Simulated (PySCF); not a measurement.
# What a mistake does to a calculation on AlGeH4N2

All numbers below are calculated, not measured. They come from PySCF 2.14.0, an open-source quantum chemistry program, on an isolated molecule that a program drew, which may never have been made. The molecule is AlGeH4N2 (charge 0, doublet), drawn as the SMILES string `[NH2][Al]=[N][GeH2]`.

Each row is a Hartree-Fock (HF) and frozen-core CCSD(T) single point in the cc-pV(D+d)Z basis, meant for a local HF minimum. Run 1 is clean. Each other run has one planted mistake out of seven kinds, and not every kind appears here: one electron removed, one electron added, multiplicity raised by two, geometry at a saddle point, minimal basis STO-3G, one bond length entered in bohr, all coordinates scaled. The reference is restricted for singlets and unrestricted otherwise, and also for a bond in bohr. Adding or removing an electron swaps singlet and doublet. Electrons count all cores. HOMO and LUMO are orbital energies over both spins, the gradient is its largest component, and the lowest frequency (negative if imaginary) is given only where the gradient is small. Bond lengths are over the 7 bonds as drawn. T1 is the CCSD diagnostic: over 0.02 (restricted) or 0.045 (unrestricted) a single reference is doubtful. Germanium has the cc-pVDZ-PP basis, with a core potential (ECP10MDF) in place of its 10 inner electrons, and its 3s, 3p and 3d shells are frozen in CCSD(T).

Geometry of the clean run:
```xyz
8
AlGeH4N2, angstrom
N    -2.0576   -1.0638   -1.0538
Al   -0.4077   -1.1094   -0.4844
N     1.1226   -1.1430    0.0499
Ge    2.8204   -1.3778    0.5576
H    -2.6383   -0.2466   -1.0737
H    -2.5649   -1.8523   -1.4094
H     3.0040   -1.1395    2.0787
H     3.7824   -0.4211   -0.1933
```

| run | electrons | basis functions | <S^2> | HOMO (eV) | LUMO (eV) | gradient (hartree/bohr) | lowest frequency (cm^-1) | mean bond (Å) | longest bond (Å) | T1 | HF (hartree) | CCSD(T) (hartree) | mistake |
|---|---|---|---|---|---|---|---|---|---|---|---|---|---|
| 1 | 63 | 94 | 0.757 | -6.92 | 1.50 | 3.0e-05 | 44 | 1.4659 | 1.788 | 0.0205 | -646.49457 | -647.02112 | no fault |
| 2 | 63 | 94 | 1.850 | -7.17 | 0.98 | 4.1e-02 | - | 1.6720 | 3.064 | 0.0695 | -646.43091 | -646.92599 | one bond length entered in bohr |
| 3 | 63 | 94 | 3.767 | -5.16 | 0.73 | 9.5e-02 | - | 1.4659 | 1.788 | 0.0243 | -646.41811 | -646.91099 | ? |
| 4 | 64 | 94 | 0.000 | 0.46 | 5.42 | 6.5e-02 | - | 1.4659 | 1.788 | 0.0478 | -646.44224 | -647.01444 | ? |

**Which mistake was planted in run 3, and what did it cost?**

Electrons, basis and geometry are unchanged, and <S^2> is 3.767, beside S(S+1) = 3.75 for a multiplicity of 4. So the mistake is: multiplicity raised by two. Subtracting run 1 and multiplying by 627.51 kcal/mol a hartree, the energy moved by 48.0 kcal/mol in HF and 69.1 kcal/mol in CCSD(T).

**Which mistake was planted in run 4, and what did it cost?**

It counts 64 electrons, one more than the clean run, at the same geometry and basis. So the mistake is: one electron added. Subtracting run 1 and multiplying by 627.51 kcal/mol a hartree, the energy moved by 32.8 kcal/mol in HF and 4.2 kcal/mol in CCSD(T).

Cautions from the logs. Run 2: T1 is over the limit, so its CCSD(T) energy is less reliable; run 4: T1 is over the limit, so its CCSD(T) energy is less reliable and the HOMO is above zero, so the electron isn't bound and the energy depends on the basis.
